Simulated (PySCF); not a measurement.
**TDDFT excited states: Ge2H10Si2**

n-GeGeSiSiH10.
Structure used (PBE0-D3(BJ)/def2-SVP), in Å, numbered top down from 1:
```xyz
14
Ge2H10Si2 angstrom
Ge    -1.0202   -2.1906    0.2786
Ge     1.1177   -1.1612   -0.2256
Si     1.1084    1.0879    0.5636
Si    -0.6160    2.2557   -0.5120
H     -2.1203   -1.5433   -0.5835
H     -0.9899   -3.7022   -0.0078
H     -1.3712   -1.9735    1.7623
H      2.2599   -1.9640    0.4294
H      1.3346   -1.1726   -1.7522
H      0.8547    1.0753    2.0394
H      2.4265    1.7512    0.3116
H     -1.9196    1.5817   -0.2199
H     -0.6911    3.6760   -0.0506
H     -0.3929    2.2359   -1.9901
```

The calculation used TDDFT CAM-B3LYP/def2-SVPD, vertical, gas phase, core orbitals frozen in the response in PySCF. The CAM-B3LYP/def2-SVPD calculation is non-relativistic and has no spin–orbit coupling, an omission that weighs most on germanium.

```tsv
state	E (eV)	λ (nm)	f	main configurations (H = HOMO, L = LUMO)
S1	6.68	185.7	0.068	H→L+1 (76%)
S2	6.74	184.0	0.250	H→L (56%), H→L+4 (14%)
S3	6.95	178.4	0.051	H→L+3 (33%), H→L+5 (26%), H→L (15%)
S4	7.04	176.2	0.150	H-1→L+1 (26%), H→L+4 (25%), H→L (17%)
S5	7.13	173.9	0.018	H→L+4 (28%), H→L+2 (26%), H-1→L+1 (26%)
S6	7.18	172.8	0.149	H→L+2 (36%), H-1→L (20%), H-1→L+1 (12%)
S7	7.27	170.6	0.222	H-1→L (46%), H-1→L+1 (11%), H→L+2 (11%)
S8	7.36	168.5	0.062	H→L+5 (35%), H→L+3 (19%), H-1→L+2 (17%)
S9	7.44	166.7	0.059	H-1→L+2 (37%), H→L+6 (14%), H-1→L (13%)
S10	7.59	163.4	0.013	H-1→L+3 (33%), H-1→L+5 (26%), H-2→L+1 (18%)
S11	7.59	163.2	0.027	H-1→L+4 (45%), H→L+7 (8%)
S12	7.77	159.5	0.119	H-2→L+1 (46%), H-1→L+3 (17%)
S13	7.78	159.4	0.066	H-1→L+5 (23%), H-1→L+2 (14%), H→L+6 (11%)
S14	7.85	157.9	0.080	H-2→L (36%), H-2→L+2 (13%), H→L+6 (12%)
S15	7.96	155.8	0.0070	H-2→L (14%), H→L+7 (14%), H-1→L+6 (12%)
```

Triplets, Tamm–Dancoff:

| state | E (eV) | λ (nm) | main configurations (H = HOMO, L = LUMO) |
| --- | --- | --- | --- |
| T1 | 5.92 | 209.4 | H→L (66%) |
| T2 | 5.97 | 207.5 | H→L+1 (51%), H→L+4 (10%) |
| T3 | 6.37 | 194.6 | H→L+2 (21%), H-1→L (15%), H→L+4 (15%) |
| T4 | 6.42 | 193.3 | H→L+3 (31%), H→L+2 (22%), H→L+5 (12%) |

The lowest singlet lies at 6.68 eV (186 nm, vacuum ultraviolet) and is of moderate strength; its leading configuration is HOMO→LUMO+1 (76%). The most intense listed level is S2 at 6.74 eV (184 nm, f = 0.250), 0.06 eV above S1. S10/S11 and S12/S13 lie within about 0.01 eV of each other in each set. Löwdin shares by element: HOMO germanium 47%, silicon 32% (atoms not listed hold the other 20%); LUMO germanium 39%, silicon 14% or more, hydrogen 8% or more (atoms not listed hold the other 38%). Of the 15 states listed, 14 reach f = 0.01 and none stays under 0.0005. The oscillator strengths of these states sum to 1.341; summed over the whole spectrum of an exact calculation they would give the number of electrons, 102 (Thomas–Reiche–Kuhn). Orbital energies (eV): HOMO-3 -10.74, HOMO-2 -10.11, HOMO-1 -9.42, HOMO -8.94, LUMO 0.55, LUMO+1 0.61, LUMO+2 0.92. No computed singlet lies in the visible range (380 to 750 nm); the lowest, at 186 nm, stands 3.41 eV above its violet end (3.26 eV). All these states lie below the vertical ionisation energy of 9.55 eV (ΔSCF). The window holds the lowest 15 singlets.

One conformer stands for the species.
